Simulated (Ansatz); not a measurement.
`[F][SnH2][SH]` + HCl → `[SH][SnH2][Cl]` + H–F  (ligand exchange at the Sn–F bond)

Computed with Ansatz on PBE0-D4/def2-TZVP structures; ΔE is electronic, products minus reactants. CCSD(T)/CBS is the MP2 limit (def2-TZVPP, def2-QZVPP) plus CCSD(T) − MP2 in def2-TZVPP, frozen cores. This one scheme is used for every species. DFT in def2-TZVPP. B3LYP here is the variant with VWN-RPA as its local correlation; programs differ in this. HSE06 is defined as in plane-wave codes. Elements past krypton have def2 core potentials. For Sn outer-core shells are correlated without core-valence functions, which leaves a few kJ/mol of doubt a bond. Each species was taken in one conformer, which may not be the lowest.

`[F][SnH2][SH]`:

Cartesian coordinates in Å:
```
F -1.990 0.350 0.185
Sn -0.215 0.112 -0.518
S 0.996 -1.213 1.045
H -0.417 -0.771 -1.952
H 0.395 1.694 -0.623
H 1.230 -0.173 1.863
```

HCl:

Cartesian coordinates in Å:
```
Cl -0.022 0.092 -0.632
H 0.022 -0.092 0.632
```

`[SH][SnH2][Cl]`:

Cartesian coordinates in Å:
```
S -0.375 0.984 1.598
Sn 0.066 -0.536 -0.187
Cl 1.921 0.217 -1.384
H -0.891 1.917 0.780
H -1.213 -0.556 -1.307
H 0.493 -2.027 0.500
```

H–F:

Cartesian coordinates in Å:
```
F 0.403 0.043 0.219
H -0.403 -0.043 -0.219
```

```json
{"level": "LDA (SPW92)", "ΔE (kJ/mol)": "-33.2", "difference from CCSD(T)/CBS": "4.2"}
{"level": "PBE-D4", "ΔE (kJ/mol)": "-31.8", "difference from CCSD(T)/CBS": "5.6"}
{"level": "revPBE-D4", "ΔE (kJ/mol)": "-32.1", "difference from CCSD(T)/CBS": "5.3"}
{"level": "BLYP-D4", "ΔE (kJ/mol)": "-25.4", "difference from CCSD(T)/CBS": "12.0"}
{"level": "r2SCAN-D4", "ΔE (kJ/mol)": "-29.9", "difference from CCSD(T)/CBS": "7.5"}
{"level": "B97M-V", "ΔE (kJ/mol)": "-25.3", "difference from CCSD(T)/CBS": "12.1"}
{"level": "PBE0-D4", "ΔE (kJ/mol)": "-39.0", "difference from CCSD(T)/CBS": "-1.6"}
{"level": "B3LYP-D4", "ΔE (kJ/mol)": "-31.3", "difference from CCSD(T)/CBS": "6.1"}
{"level": "r2SCAN0-D4", "ΔE (kJ/mol)": "-37.3", "difference from CCSD(T)/CBS": "0.1"}
{"level": "HSE06-D4", "ΔE (kJ/mol)": "-39.6", "difference from CCSD(T)/CBS": "-2.2"}
{"level": "BHLYP-D4", "ΔE (kJ/mol)": "-36.9", "difference from CCSD(T)/CBS": "0.5"}
{"level": "CAM-B3LYP-D4", "ΔE (kJ/mol)": "-26.5", "difference from CCSD(T)/CBS": "10.9"}
{"level": "ωB97X-V", "ΔE (kJ/mol)": "-28.7", "difference from CCSD(T)/CBS": "8.7"}
{"level": "ωB97M-V", "ΔE (kJ/mol)": "-32.1", "difference from CCSD(T)/CBS": "5.3"}
{"level": "B2PLYP", "ΔE (kJ/mol)": "-29.8", "difference from CCSD(T)/CBS": "7.6"}
{"level": "PBE-QIDH", "ΔE (kJ/mol)": "-40.6", "difference from CCSD(T)/CBS": "-3.2"}
{"level": "PBE", "ΔE (kJ/mol)": "-28.7", "difference from CCSD(T)/CBS": "8.7"}
{"level": "revPBE", "ΔE (kJ/mol)": "-27.6", "difference from CCSD(T)/CBS": "9.8"}
{"level": "BLYP", "ΔE (kJ/mol)": "-19.5", "difference from CCSD(T)/CBS": "17.9"}
{"level": "r2SCAN", "ΔE (kJ/mol)": "-29.2", "difference from CCSD(T)/CBS": "8.2"}
{"level": "PBE0", "ΔE (kJ/mol)": "-36.2", "difference from CCSD(T)/CBS": "1.2"}
{"level": "B3LYP", "ΔE (kJ/mol)": "-26.2", "difference from CCSD(T)/CBS": "11.2"}
{"level": "r2SCANh", "ΔE (kJ/mol)": "-32.2", "difference from CCSD(T)/CBS": "5.2"}
{"level": "r2SCAN0", "ΔE (kJ/mol)": "-36.3", "difference from CCSD(T)/CBS": "1.1"}
{"level": "HSE06", "ΔE (kJ/mol)": "-36.9", "difference from CCSD(T)/CBS": "0.5"}
{"level": "BHLYP", "ΔE (kJ/mol)": "-31.2", "difference from CCSD(T)/CBS": "6.2"}
{"level": "CAM-B3LYP", "ΔE (kJ/mol)": "-23.4", "difference from CCSD(T)/CBS": "14.0"}
{"level": "RPA@PBE/def2-TZVPP", "ΔE (kJ/mol)": "-29.2", "difference from CCSD(T)/CBS": "8.2"}
{"level": "MP2/def2-SVP", "ΔE (kJ/mol)": "-28.6", "difference from CCSD(T)/CBS": "8.8"}
{"level": "CCSD/def2-SVP", "ΔE (kJ/mol)": "-27.5", "difference from CCSD(T)/CBS": "9.9"}
{"level": "CCSD(T)/def2-SVP", "ΔE (kJ/mol)": "-27.2", "difference from CCSD(T)/CBS": "10.2"}
{"level": "HF/def2-TZVPP", "ΔE (kJ/mol)": "-34.6", "difference from CCSD(T)/CBS": "2.8"}
{"level": "MP2/def2-TZVPP", "ΔE (kJ/mol)": "-41.0", "difference from CCSD(T)/CBS": "-3.6"}
{"level": "SCS-MP2/def2-TZVPP", "ΔE (kJ/mol)": "-34.7", "difference from CCSD(T)/CBS": "2.7"}
{"level": "CCSD/def2-TZVPP", "ΔE (kJ/mol)": "-34.7", "difference from CCSD(T)/CBS": "2.7"}
{"level": "CCSD(T)/def2-TZVPP", "ΔE (kJ/mol)": "-34.8", "difference from CCSD(T)/CBS": "2.6"}
{"level": "HF/def2-QZVPP", "ΔE (kJ/mol)": "-32.4", "difference from CCSD(T)/CBS": "5.0"}
{"level": "MP2/def2-QZVPP", "ΔE (kJ/mol)": "-41.7", "difference from CCSD(T)/CBS": "-4.3"}
{"level": "SCS-MP2/def2-QZVPP", "ΔE (kJ/mol)": "-35.6", "difference from CCSD(T)/CBS": "1.8"}
{"level": "HF/CBS(def2)", "ΔE (kJ/mol)": "-32.1", "difference from CCSD(T)/CBS": "5.3"}
{"level": "CCSD(T)/CBS", "ΔE (kJ/mol)": "-37.4", "difference from CCSD(T)/CBS": "0"}
```

Largest T1 diagnostic among the species: 0.013.

The D4 term adds −5.1 kJ/mol with B3LYP and −2.8 kJ/mol with PBE0; it sums over pairs of atoms, weighted by their polarisabilities, and B3LYP, whose exchange is more repulsive, gets the larger term. From r2SCAN to r2SCAN0 (25 % exact exchange), in def2-TZVPP and without D4, ΔE moves by −7.1 kJ/mol.
